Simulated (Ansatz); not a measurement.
```yaml
crystal:
  periodic: [false, false, false]
  atoms:
    - {symbol: Cu, position_ang: [-1.311488, -0.866681, -0.783028]}
    - {symbol: Cu, position_ang: [-0.743389, 1.569563, -0.194754]}
    - {symbol: Cu, position_ang: [1.423966, 0.627634, 0.813543]}
    - {symbol: Cu, position_ang: [-0.693909, -0.280973, 1.613532]}
    - {symbol: Cu, position_ang: [0.809617, 0.034564, -1.583644]}
    - {symbol: Te, position_ang: [-0.101469, 2.118316, 2.203786]}
    - {symbol: Te, position_ang: [-1.347285, 0.933610, -2.581713]}
    - {symbol: Te, position_ang: [2.262651, -1.519786, -0.221070]}
    - {symbol: Te, position_ang: [-0.298672, -2.616246, 0.733348]}
basis:
  gaussian: {orbitals: def2-TZVPD}
total_charge: -1
magnetization: {spin_polarized: true, initial_magnetization: 2}
hamiltonian: {xc: pbe0, dispersion: d4}
scf: {omitted_lower_state_checks: [starts]}
output: {orbitals: {seedname: orbitals}}
```

```sh
$ ansatz run in.yaml --threads 4 --pin off --events-out ev --progress --plain --max-ram 6963MiB
```

**Question.** Does this run fit into the memory that it is given?

**Answer.** No. It has 476 basis functions, and Ansatz plans for 13 GiB where 7 GiB are given.
